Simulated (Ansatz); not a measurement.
The cluster Au2Cl2⁺. Charge 1, multiplicity 2. Geometry PBE0-D4/def2-SVP.

| atom | x (Å) | y (Å) | z (Å) |
| --- | --- | --- | --- |
| Au1 | -0.9244 | 0.3037 | -1.2366 |
| Au2 | 0.9242 | -0.3034 | 1.2368 |
| Cl3 | -1.4010 | -0.8951 | 0.8284 |
| Cl4 | 1.4012 | 0.8947 | -0.8285 |

In the def2 sets Au takes a core potential; there is no spin–orbit coupling. No other spin state of charge 1 was run. Another isomer (doublet) lies 0.23 eV lower at PBE0-D4/def2-TZVP; other spin states weren't run for this one.

Q: Estimate the α-spin orbital energies around the gap (eV) in Ansatz with PBE-D4/def2-TZVP, r2SCAN-D4/def2-TZVP, PBE0-D4/def2-TZVP, BHLYP-D4/def2-TZVP.

A: 
```json
{"orbital": "HOMO−5", "PBE-D4/def2-TZVP": "-13.32", "r2SCAN-D4/def2-TZVP": "-13.64", "PBE0-D4/def2-TZVP": "-14.86", "BHLYP-D4/def2-TZVP": "-16.25"}
{"orbital": "HOMO−4", "PBE-D4/def2-TZVP": "-12.83", "r2SCAN-D4/def2-TZVP": "-13.12", "PBE0-D4/def2-TZVP": "-14.25", "BHLYP-D4/def2-TZVP": "-15.53"}
{"orbital": "HOMO−3", "PBE-D4/def2-TZVP": "-12.83", "r2SCAN-D4/def2-TZVP": "-13.08", "PBE0-D4/def2-TZVP": "-14.15", "BHLYP-D4/def2-TZVP": "-15.35"}
{"orbital": "HOMO−2", "PBE-D4/def2-TZVP": "-12.79", "r2SCAN-D4/def2-TZVP": "-13.03", "PBE0-D4/def2-TZVP": "-14.04", "BHLYP-D4/def2-TZVP": "-15.20"}
{"orbital": "HOMO−1", "PBE-D4/def2-TZVP": "-12.48", "r2SCAN-D4/def2-TZVP": "-12.76", "PBE0-D4/def2-TZVP": "-13.87", "BHLYP-D4/def2-TZVP": "-15.14"}
{"orbital": "HOMO", "PBE-D4/def2-TZVP": "-11.94", "r2SCAN-D4/def2-TZVP": "-12.19", "PBE0-D4/def2-TZVP": "-13.21", "BHLYP-D4/def2-TZVP": "-14.39"}
{"orbital": "LUMO", "PBE-D4/def2-TZVP": "-9.80", "r2SCAN-D4/def2-TZVP": "-9.63", "PBE0-D4/def2-TZVP": "-8.78", "BHLYP-D4/def2-TZVP": "-7.76"}
{"orbital": "LUMO+1", "PBE-D4/def2-TZVP": "-9.24", "r2SCAN-D4/def2-TZVP": "-9.07", "PBE0-D4/def2-TZVP": "-8.17", "BHLYP-D4/def2-TZVP": "-7.09"}
{"orbital": "LUMO+2", "PBE-D4/def2-TZVP": "-5.02", "r2SCAN-D4/def2-TZVP": "-4.60", "PBE0-D4/def2-TZVP": "-4.33", "BHLYP-D4/def2-TZVP": "-3.80"}
{"orbital": "LUMO+3", "PBE-D4/def2-TZVP": "-4.45", "r2SCAN-D4/def2-TZVP": "-4.03", "PBE0-D4/def2-TZVP": "-3.77", "BHLYP-D4/def2-TZVP": "-3.26"}
{"orbital": "LUMO+4", "PBE-D4/def2-TZVP": "-4.35", "r2SCAN-D4/def2-TZVP": "-3.81", "PBE0-D4/def2-TZVP": "-3.57", "BHLYP-D4/def2-TZVP": "-2.97"}
{"orbital": "LUMO+5", "PBE-D4/def2-TZVP": "-4.14", "r2SCAN-D4/def2-TZVP": "-3.67", "PBE0-D4/def2-TZVP": "-3.34", "BHLYP-D4/def2-TZVP": "-2.66"}
{"orbital": "β HOMO", "PBE-D4/def2-TZVP": "-12.37", "r2SCAN-D4/def2-TZVP": "-12.55", "PBE0-D4/def2-TZVP": "-13.35", "BHLYP-D4/def2-TZVP": "-14.18"}
{"orbital": "β LUMO", "PBE-D4/def2-TZVP": "-11.41", "r2SCAN-D4/def2-TZVP": "-11.36", "PBE0-D4/def2-TZVP": "-10.73", "BHLYP-D4/def2-TZVP": "-9.95"}
```
